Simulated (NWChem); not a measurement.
System: GeH2O, singlet; SMILES [OH][GeH]

The following NWChem deck was run.

```
start job
memory heap 200 mb stack 900 mb global 1100 mb
geometry units angstroms noautoz
  Ge     0.039033    -0.402786     0.000000
  H     -1.599268    -0.481565     0.000000
  O      0.134194     1.407569     0.000000
  H     -0.745841     1.830270     0.000000
end
basis spherical
  * library def2-svp
end
dft
  xc xwpbe 1.00 cpbe96 1.0 hfexch 1.00
  cam 0.25 cam_alpha 0.0 cam_beta 1.0
  iterations 150
  vectors input atomic output neutral.movecs
end
task dft energy
charge 1
dft
  odft
  mult 2
  vectors input atomic output cation.movecs
end
task dft energy
```

Low-valent species are run as closed-shell singlets; no triplet was tried in these runs. All runs use the structure optimised with PBE-D3(BJ)/def2-SVP.

Ions are spin-unrestricted doublets at the neutral geometry; other ion states weren't tried. Functional: LC-ωPBE (HJS hole) with def2-SVP; the question gives the range parameter ω in 1/bohr.

### Question
Predict the main results of this run. (LC-wPBE (HJS exchange hole, range parameter 0.25 per bohr)/def2-SVP, vertical spin-unrestricted ions.) Quantities: vertical ionisation energy, ΔSCF (eV); −ε(HOMO) (eV).

### Answer
The vertical ionisation energy, ΔSCF (eV) comes out as 9.44. The −ε(HOMO) (eV) is 8.73.
